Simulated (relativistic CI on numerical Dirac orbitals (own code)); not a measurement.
Hyperfine structure of Lu⁶⁹⁺, mass number 176

Calculated at this level of theory: Dirac-Coulomb-Breit CI, KLI orbitals optimised for each configuration, model QED, unscaled Slater integrals (own radial code, finite nucleus).

Configuration list: 1s2, 1s.2s, 1s.2p, 1s.3s, 1s.3p, 1s.3d, 1s.4s, 1s.4p, 1s.4d, 1s.4f, 1s.5s, 1s.5p, 1s.5d, 1s.5f, 1s.5g, 1s.6s, 1s.6p, 1s.6d, 2s2. Levels of other configurations are missing.

Nuclear spin I = 7, μ = 3.16 μN, Q = 4.92 b (tables of Stone and Pyykkö). The electronic factors are computed for point nuclear moments, without core polarisation or the Bohr-Weisskopf and QED corrections.

```tsv
Level	E (Ry)	A (GHz)	B (GHz)
1s.2s 3S_1	3962.99	36490	-0.219
1s.2p 3P°_1	3971.03	33360	-175
1s.2p 3P°_2	4067.04	16180	7780
1s.2p 1P°_1	4070.56	-15450	4030
1s.3s 3S_1	4727.10	33230	-0.262
1s.3p 3P°_1	4729.25	32320	-48
1s.3p 3P°_2	4757.83	16010	2460
1s.3d 3D_2	4758.54	15980	489
```

Levels with J = 0, under 50 % of one LS term, or S terms without an open s electron are left out. Small factors come from cancelling terms and can be off by tens of per cent or more.

At this charge energies of transitions that change n are usually good to better than 1 %, and those within a shell (Δn = 0) to a few per cent.

Q: Give the hyperfine levels of 1s.2s 3S_1 relative to its centre of gravity.

A: With K = F(F + 1) − I(I + 1) − J(J + 1), E = AK/2 + B[¾K(K + 1) − I(I + 1)J(J + 1)]/[2I(2I − 1)J(2J − 1)]: F = 6: -292000, F = 7: -36490, F = 8: 255500 GHz.

LS names give the leading component of a level, which can be under half, so a name can repeat, a term be missing and a line seem to break the LS rules.
